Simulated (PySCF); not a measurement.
An unknown shows these calculated signals:

$^{1}$H NMR (500 MHz, computed): δ 4.32 (m, 1H), 4.25 (m, 1H), 4.14 (m, 2H), 3.90 (m, 2H), 3.89 (m, 1H), 1.47 (s, 6H).

$^{13}$C{$^{1}$H} NMR (computed): δ 23.4 (CH3).

Non-relativistic Hamiltonian, one computed conformer, no solvent model, equivalent nuclei averaged. Coordinates at the PBE0-D3(BJ)/def2-SVP level; shieldings: GIAO PBE0/pcSseg-1; PySCF 2.14.0 with density-fitted response routines.

References, each an isolated molecule treated in the same way: TMS for $^{1}$H and $^{13}$C.

Which of these does the molecule contain: a ketone, a CF3 group, a Si–H bond, a carboxylic acid?

Answers


- A ketone: no.
- A CF3 group: no.
- A Si–H bond: yes (δH 3.89 (m)).
- A carboxylic acid: no.

The data belong to SMILES CB(C)[SiH]1[SiH2][SiH2][SiH2]1, C$_{2}$H$_{13}$BSi$_{4}$; they needn't prove each group on their own.

Carbon signals by region: 1 below 50 ppm.

A carbon bonded to boron is broadened by the quadrupolar boron nucleus and is often missing from a measured spectrum. Shifts are as computed. Against solution values, carbons near 30 ppm lie about +2 ppm off and those near 130 ppm about +5 ppm. Of 1211 compounds with measured shifts, 218 miss one by over three times the rms of a fit or turn the order of signals round; such compounds aren't used in these exercises. No couplings were computed; multiplicities are counted from neighbouring protons, with m where these are inequivalent, close in shift, in a saturated or five-membered ring or joined by F or P, and br s for small geminal =CH2 splittings.
